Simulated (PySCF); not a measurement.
Species: C3H8FN2Si (doublet state).
Geometry (GFN2-xTB, Å), atoms numbered from 1 in this order:
```
atom  x, y, z in Å
C1     1.859    0.058    0.038
C2     0.426    0.366   -0.389
C3    -0.381   -0.929   -0.611
N4    -1.714   -0.729   -0.096
Si5   -1.697    0.409    1.200
F6    -2.973    1.403    1.000
N7    -0.278    1.156    0.596
H8     2.349   -0.562   -0.709
H9     2.429    0.978    0.149
H10    1.858   -0.469    0.990
H11    0.452    0.943   -1.326
H12   -0.433   -1.170   -1.677
H13    0.122   -1.765   -0.102
H14   -2.289   -1.554   -0.123
H15    0.269    1.874    1.037
```

The hyperfine couplings belong to this conformer and change with its torsions.

Identity: `N1C[C@H](C)N[Si]1F` [radical].

Computed, not measured: UKS B3LYP, pcH-1 on C F H N Si, non-relativistic, mean-field spin-orbit, GIAO in PySCF 2.14.0. The structure is a single GFN2-xTB conformer in the gas phase; no vibrational or solvent corrections. The geometry wasn't refined by DFT: couplings that depend on bond lengths, twists or pyramidal angles can differ widely from those at the functional's own minimum, by a factor of two or more for some ions and for spin on atoms past the first row. No stability test was run, so a lower SCF solution isn't excluded.

(1) Break the g tensor into its mass correction, gauge correction and orbital-Zeeman/spin–orbit terms.

(2) What are the electron Larmor frequencies g μB B/h along the three axes at 350 mT?

(3) How much does each term add to the isotropic shift?

(4) In a frozen sample, at which fields do the three g values resonate at 9.5, 34, 94 and 263 GHz (hyperfine left aside), and which band first spreads them over more than twice a line width of 1.0 mT?

Results:

(1) 
```csv
Δg (ppm),1,2,3
relativistic mass correction,-201,-201,-201
gauge correction,98,85,58
orbital Zeeman/spin–orbit,-978,-740,-231
total,-1081,-856,-373
```

So g = 2.00124, 2.00146, 2.00195 and g_iso = 2.00155; the tensor is rhombic: the two nearest values differ by 32 % of g3 − g1. 

(2) 9.8034, 9.8045, 9.8069 GHz for g1, g2 and g3, a range of 3.5 MHz.

(3) The orbital-Zeeman/spin–orbit term -650, the mass correction -201 and the gauge correction 80 ppm, for a total of -770 ppm. The orbital-Zeeman/spin–orbit term is the largest in size. The mass correction is the same along every axis, so the anisotropy comes from the other two: their spans along these axes are 40 (gauge) and 747 ppm (orbital Zeeman/spin–orbit).

(4) 
```
band    GHz  B(g3) mT  B(g2) mT  B(g1) mT  spread mT
   X    9.5    339.05    339.13    339.17       0.12
   Q   34.0   1213.43   1213.72   1213.86       0.43
   W   94.0   3354.78   3355.59   3355.97       1.19
   J  263.0   9386.24   9388.51   9389.56       3.32
```

The spread grows in proportion to the frequency. J band is the first where it exceeds 2.0 mT.

Largest spin populations (Mulliken): Si5 (+0.74), N4 (+0.10) and N7 (+0.09). Si5 is the only atom above +0.15. The angles at Si5 add up to 309.2°, so it is pyramidal.

The HOMO–LUMO gaps are 6.39 eV among the α and 3.58 eV among the β orbitals.
